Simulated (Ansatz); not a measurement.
`F[SiH](F)Cl` + `C[SeH]` → `C[Se][SiH](F)Cl` + H–F at 298.15 K and 1 bar (ligand exchange at the Si–F bond).

Isolated molecules relaxed with PBE0-D4/def2-TZVP in Ansatz; ΔE leaves out vibrations. CBS: MP2 limit from def2 TZ/QZ plus the TZ coupled-cluster correction, frozen cores. This one scheme is used for every species. For Se outer-core shells are correlated without core-valence functions, which leaves a few kJ/mol of doubt a bond. Scalar relativity is left out up to krypton. Each species was taken in one conformer, which may not be the lowest.

| species | CCSD(T)/CBS energy (Eh) | H − E (kJ/mol) | S (J/(mol·K)) |
| --- | --- | --- | --- |
| `F[SiH](F)Cl` | -949.23245 | 58.3 | 299.3 |
| `C[SeH]` | -2441.15625 | 129.5 | 267.5 |
| `C[Se][SiH](F)Cl` | -3289.96087 | 159.3 | 380.1 |
| H–F | -100.39570 | 33.5 | 173.6 |

H − E and S are ideal-gas, rigid-rotor, harmonic terms from PBE0-D4/def2-TZVP, for one conformer and one mirror image of each species. 1 Eh = 2625.50 kJ/mol, R = 8.31446 J/(mol·K).

By hand: ΔE, ΔH, ΔS and ΔG.

ΔE = (-3289.96087) + (-100.39570) − (-949.23245) − (-2441.15625) = 0.03213 Eh = 84.4 kJ/mol. Δ(H − E) = 159.3 + 33.5 − 58.3 − 129.5 = 5.0, so ΔH = 89.4 kJ/mol. ΔS = 380.1 + 173.6 − 299.3 − 267.5 = -13.1 J/(mol·K). ΔG = 89.4 − 298.15 × (-13.1)/1000 = 93.3 kJ/mol.

By hand: the equilibrium constant, and the temperature at which ΔG would vanish if ΔH and ΔS stayed fixed.

log₁₀ K = −ΔG/(RT ln 10) = -16.3. ΔH and −TΔS have one sign here, so there is no such temperature.

The number of gas molecules stays the same, so ΔS is small and ΔH decides. A doubt of 5 kJ/mol in ΔE shifts log₁₀ K by 0.9 here. Other conformers and mirror images would add mixing entropy, several J/(mol·K) or more a flexible species. Modes under 60 cm⁻¹, often nearly free rotors, make the harmonic entropy too high. These are equilibria of isolated gas molecules and say nothing of rates. Largest T1 diagnostic: 0.011 (customary marks: 0.02 for closed shells, 0.045 for open ones).
